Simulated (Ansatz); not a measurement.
Born–Oppenheimer molecular dynamics of CH$_{8}$AlClN$_{2}$ (13 atoms, charge 0, multiplicity 1). It starts at the highest image of a converged band, a first-order saddle point between two minima.

All numbers below come from Ansatz 0.2.0, RKS B3LYP-D4/def2-SVP.

```
ensemble                      : NVE (velocity Verlet)
time step                     : 0.5 fs
steps asked                   : 200
starting velocities drawn for : 300 K
seed                          : 6944
```

First frame:

```xyz
13
Properties=species:S:1:pos:R:3
Al -0.124 -0.401 -0.051
C 0.275 1.595 0.174
N -1.192 -0.934 1.263
N -0.175 -1.143 -1.668
H 1.553 0.572 0.278
Cl 2.397 -0.592 0.383
H -0.602 1.887 -0.438
H 1.098 2.197 -0.250
H 0.096 1.941 1.204
H -1.525 -1.888 1.368
H -1.414 -0.398 2.095
H -1.022 -1.464 -2.124
H 0.635 -1.372 -2.233
```

(1) How far do the bonds stretch over the last three quarters of this one trajectory? (Pairs bonded in most of those frames.)

Results:

(1) 
```csv
bond,mean (Å),spread (Å),shortest,longest
Al1–C2,1.974,0.025,1.94,2.02
Al1–N3,1.789,0.022,1.75,1.82
Al1–N4,1.795,0.014,1.78,1.82
C2–H7,1.107,0.019,1.08,1.14
C2–H8,1.107,0.025,1.07,1.15
C2–H9,1.105,0.012,1.09,1.13
N3–H10,1.017,0.015,1.00,1.04
N3–H11,1.017,0.016,0.99,1.04
N4–H12,1.019,0.035,0.97,1.08
N4–H13,1.022,0.038,0.96,1.08
H5–Cl6,1.296,0.031,1.25,1.35
```

Mean temperature of the second half: 340 K. The conserved energy stayed within 0.4 meV per atom of its start (net change 0.17 meV per atom), so the integration is sound. A run of 0.1 ps of so small a system gives no equilibrium averages. The orbitals stay closed-shell, which can raise the energy where a bond breaks towards radicals; this wasn't checked here.

Run time: 8.1 min on 2 threads of AMD EPYC 9R14 (Zen 4) (shared host), peak memory 0.3 GiB.
